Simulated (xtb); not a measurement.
MgHI, SMILES [I][MgH]. All values are semi-empirical tight-binding results from xtb (GFN2-xTB unless named), good for trends rather than for accurate numbers. Geometry optimised at GFN2-xTB.

Optimised geometry:

```xyz
3

Mg     0.0000     0.0000    -2.0390
H      0.0000     0.0000    -3.6026
I      0.0000     0.0000     0.5296
```
Charge 0, spin multiplicity 1.

For metal compounds this method's bond lengths and energies can be far off.

Question: Estimate the properties. (An estimate is asked for; the answer gives what the named calculation found.)

Answer: 
The point group as xtb finds it is C∞v and the orbital gap comes out as 4.44 eV. The zero-point energy is 3.2 kcal/mol and the G − E(el) at 298.15 K (modified RRHO) comes out as -12.8 kcal/mol.

Question: Give the atomic charges and the Wiberg bond orders between heavy atoms. (Estimate from the structure and the level; the computed values follow.)

Answer: charges (e) Mg1 0.44, H2 -0.15, I3 -0.30. Bond orders Mg1–I3 1.06.
